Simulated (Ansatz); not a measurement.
BClGeH₅NO, SMILES `OB(Cl)[NH][GeH3]`, 10 atoms. The species carries charge 0 and has multiplicity 1. Correlated methods include outer-core shells of Ge, which these sets cover unevenly. Scalar relativity is left out up to krypton. All runs use 4 threads of an Arm Neoverse V2 on a shared host. Correlated methods freeze the cores.

Problem. How many basis functions does each run have, and how long does it take in Ansatz? RHF-CCSD(T)/def2-SVP energy; RHF-MP2/def2-QZVPP energy; RKS HSE06 (plane-wave form)-D4/def2-TZVPP energy; RKS SPW92 (LDA)/def2-TZVPP energy; RKS PBE0-D4/def2-TZVP frequencies; direct RPA on PBE orbitals/def2-TZVPP energy; RKS PBE0-D4/def2-SVP energy; RKS ωB97M-V/def2-QZVPP energy; RKS B3LYP-D4/def2-TZVPP energy and forces; RKS ωB97M-V/def2-SVP energy; RKS ωB97X-V/def2-TZVPP energy; RHF-CCSD(T)/def2-TZVPP energy. (Estimate.)

Solution. Ansatz gave: Other jobs shared the machine, so times are rough.

```csv
level,job,functions,wall time,peak host memory (GiB)
RKS SPW92 (LDA)/def2-TZVPP,energy,253,1.1 s,0.34
RKS PBE0-D4/def2-SVP,energy,117,1.2 s,0.54
RKS HSE06 (plane-wave form)-D4/def2-TZVPP,energy,253,3.2 s,0.79
RKS B3LYP-D4/def2-TZVPP,energy and forces,253,4.5 s,0.79
RKS ωB97M-V/def2-SVP,energy,117,4.8 s,0.54
direct RPA on PBE orbitals/def2-TZVPP,energy,253,4.8 s,0.67
RHF-CCSD(T)/def2-SVP,energy,117,7.5 s,0.61
RKS ωB97X-V/def2-TZVPP,energy,253,7.5 s,0.9
RKS ωB97M-V/def2-QZVPP,energy,480,18 s,2.5
RHF-MP2/def2-QZVPP,energy,480,21 s,3.1
RKS PBE0-D4/def2-TZVP,frequencies,208,2.2 min,0.64
RHF-CCSD(T)/def2-TZVPP,energy,253,3.4 min,5.7
```

B3LYP here is the variant with VWN-RPA as its local correlation; programs differ in this.
